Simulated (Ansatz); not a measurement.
C2H3F3Te, SMILES `C[Te]C(F)(F)F`. The species carries charge 0 and has multiplicity 1. Te: def2 effective core potential.

```xyz
9

C    -0.3853   -1.2095    0.9430
Te    0.9819    0.4237    1.0672
C     0.3956    1.1739   -0.8795
F     0.6187    0.2884   -1.8557
F     1.0942    2.2762   -1.1615
F    -0.9025    1.4878   -0.9352
H    -0.2741   -1.7763    1.8665
H    -0.1281   -1.8353    0.0921
H    -1.4004   -0.8288    0.8630
```

(1) List the harmonic frequencies (cm⁻¹, unscaled) at PBE0-D4/def2-TZVP in Ansatz. (An estimate is asked.)

(2) Is this a minimum?

(3) Give the ideal-gas thermochemistry at 298.15 K and 1 bar (rigid rotor, harmonic oscillator; point group Cs, symmetry number 1).

(4) And at 400, 500, 600, 800 and 1000 K?

(5) Rotational constants (cm⁻¹)?

Results:

(1) The calculation gave: 41, 109, 124, 251, 258, 285, 527, 536, 549, 743, 855, 856, 1119, 1157, 1173, 1265, 1450, 1462, 3083, 3185, 3200.

(2) Yes, all 21 modes are real.

(3) Zero-point energy 132.9 kJ/mol; H(298) − E = 154.8 kJ/mol; entropy 374.1 J/(mol·K), of which translation 175.6, rotation 119.1, vibration 79.3; G(298) − E = 43.3 kJ/mol. Modes under 100 cm⁻¹ are hindered rotations or soft bends, so the harmonic entropy is rough.

(4) 
```json
{"T (K)": "400", "H − E (kJ/mol)": "166.6", "S (J/mol/K)": "407.9", "G − E (kJ/mol)": "3.4"}
{"T (K)": "500", "H − E (kJ/mol)": "179.7", "S (J/mol/K)": "437.0", "G − E (kJ/mol)": "-38.8"}
{"T (K)": "600", "H − E (kJ/mol)": "193.9", "S (J/mol/K)": "462.9", "G − E (kJ/mol)": "-83.8"}
{"T (K)": "800", "H − E (kJ/mol)": "225.0", "S (J/mol/K)": "507.5", "G − E (kJ/mol)": "-181.0"}
{"T (K)": "1000", "H − E (kJ/mol)": "258.5", "S (J/mol/K)": "544.8", "G − E (kJ/mol)": "-286.3"}
```

(5) 0.1098, 0.04638, 0.03955.
